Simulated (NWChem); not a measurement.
SnHCl3; SMILES [Cl][SnH]([Cl])[Cl]

Program: NWChem. Structure relaxed at the PBE0/def2-SVP level. def2 effective core potentials on Sn; no spin-orbit coupling.

For level PBE/def2-SVP:

| Item | Result |
|---|---|
| orbital gap (eV) | 4.48 |

Problem. How do the values read with level LDA (Slater exchange, VWN5)/def2-SVP instead?

Solution. The orbital gap (eV) is 4.35.
